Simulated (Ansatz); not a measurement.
Consider the ligand exchange at a Ge–C bond: `FC#[C][GeH2][SiH3]` + silanol → `[SiH3][O][GeH2][SiH3]` + `C#CF`.

Isolated molecules relaxed with PBE0-D4/def2-TZVP in Ansatz; ΔE leaves out vibrations. CCSD(T)/CBS adds triple-zeta CCSD(T) − MP2 to the extrapolated MP2 energy (def2 sets, frozen cores). This one scheme is used for every species. DFT in def2-TZVPP. For Ge outer-core shells are correlated without core-valence functions, which leaves a few kJ/mol of doubt a bond. Scalar relativity is left out up to krypton. Each species was taken in one conformer, which may not be the lowest.

`FC#[C][GeH2][SiH3]`:

```xyz
10

F     2.217    3.259   -0.361
C     1.295    2.412   -0.146
C     0.417    1.618    0.061
Ge   -0.920    0.306    0.362
Si   -0.028   -1.823   -0.224
H    -2.142    0.668   -0.498
H    -1.320    0.369    1.845
H    -1.049   -2.879    0.005
H     0.363   -1.822   -1.657
H     1.166   -2.109    0.613
```

`O[SiH3]`:

Cartesian coordinates in Å:
```
O -0.944 -0.845 -0.194
Si 0.155 0.338 0.135
H -0.641 -1.617 -0.672
H 1.276 -0.171 0.973
H -0.585 1.388 0.869
H 0.739 0.907 -1.111
```

`[SiH3][O][GeH2][SiH3]`:

```xyz
12

Si    1.247   -1.196    1.796
O     0.200   -0.611    0.687
Ge    0.293    0.716   -0.505
Si   -1.802    0.698   -1.635
H     1.619   -0.147    2.786
H     0.591   -2.326    2.501
H     2.498   -1.681    1.147
H     0.565    2.021    0.273
H     1.495    0.427   -1.429
H    -1.996   -0.613   -2.304
H    -2.896    0.931   -0.659
H    -1.813    1.779   -2.656
```

`C#CF`:

Cartesian coordinates in Å:
```
C -0.352 -0.305 -0.451
C 0.296 0.256 0.379
F 0.986 0.852 1.262
H -0.930 -0.804 -1.190
```

| level | ΔE (kcal/mol) |
| --- | --- |
| PBE | -0.8 |
| MP2/def2-TZVPP | -1.1 |

Task: What does CCSD(T)/CBS give? (Estimate.)

Result: The calculation gave: -2.3 kcal/mol. The listed levels differ from it by 1.5, 1.2 kcal/mol.

Largest T1 diagnostic among the species: 0.013.

The D4 term adds −0.9 kcal/mol with B3LYP and −0.5 kcal/mol with PBE0; it sums over pairs of atoms, weighted by their polarisabilities, and B3LYP, whose exchange is more repulsive, gets the larger term. In def2-TZVPP, CCSD(T) changes the Hartree–Fock value by +3.0 kcal/mol (the triples alone add +0.4 kcal/mol) and MP2 by +3.8 kcal/mol.

B3LYP here is the variant with VWN-RPA as its local correlation; programs differ in this.
